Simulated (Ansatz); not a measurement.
`C[O][SnH]([F])[O]C` + `[NH2][Al]([NH2])[O][SiH3]` → `C[O][SnH]([F])[O][SiH3]` + `C[O][Al]([NH2])[NH2]`  (redistribution)

Isolated molecules relaxed with PBE0-D4/def2-TZVP in Ansatz; ΔE leaves out vibrations. CBS: MP2 limit from def2 TZ/QZ plus the TZ coupled-cluster correction, frozen cores. def2 core potentials past Kr. For Sn outer-core shells are correlated without core-valence functions, which leaves a few kJ/mol of doubt a bond. One conformer a species, not always the lowest.

```
                    species  HF/CBS(def2) energy (Eh)
       `C[O][SnH]([F])[O]C`                -542.52382
`[NH2][Al]([NH2])[O][SiH3]`                -719.02305
  `C[O][SnH]([F])[O][SiH3]`                -793.65902
     `C[O][Al]([NH2])[NH2]`                -467.88360
```

Q: Work out ΔE.

A: ΔE = (-793.65902) + (-467.88360) − (-542.52382) − (-719.02305) = 0.00425 Eh = +2.7 kcal/mol. CCSD(T)/CBS gives +2.7 kcal/mol.

Largest T1 diagnostic among the species: 0.014.
